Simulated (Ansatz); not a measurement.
Ideal-gas functions of B2F2H2, SMILES `FBBF` at 600 K and 1 bar, from an Ansatz frequency run at PBE0-D4/def2-TZVP.

Molar mass 61.64 g/mol, point group C2 (symmetry number 2), electronic degeneracy 1, moments of inertia 17.733, 137.232, 141.564 u Å². Harmonic wavenumbers (cm⁻¹, unscaled): 90, 237, 283, 665, 866, 905, 1102, 1117, 1286, 1394, 2553, 2569.

Use S(trans) = R[1.5 ln M + 2.5 ln T − 1.1517]; rotational temperatures θ = 24.2544 K / I; S(rot) = R[ln(√π/σ · √(T³/θAθBθC)) + 1.5]; for each mode x = 1.438777 ν̃/T, S = R[x/(eˣ − 1) − ln(1 − e⁻ˣ)] and H = RT x/(eˣ − 1); 1 cm⁻¹ = 0.0119627 kJ/mol; R = 8.31446 J/(mol·K).

Task: By hand: the entropy, in J/(mol·K).

Result: Translation 174.8. Rotation: θ = 1.3678, 0.1767, 0.1713 K, giving 104.5. Vibration, mode by mode: 21.08, 13.12, 11.70, 5.26, 3.59, 3.33, 2.30, 2.23, 1.62, 1.32, 0.13, 0.13, in all 65.8. Electronic 0.0. Sum 345.1 J/(mol·K).

Task: By hand: H − E and G − E in kJ/mol, counted from the electronic energy.

Result: Zero-point energy ½ × 13067 × 0.0119627 = 78.2; thermal vibration 20.0; translation, rotation and pV give 4 RT = 20.0. H − E = 118.2 kJ/mol, and G − E = 118.2 − 600 × 345.1/1000 = -88.9 kJ/mol.

Vibration gives 19 % of the entropy, 21.1 J/(mol·K) of it from the mode under 150 cm⁻¹: soft modes count most, and the harmonic formula is weakest for them. The sum counts one conformer and one mirror image; others add a mixing term.
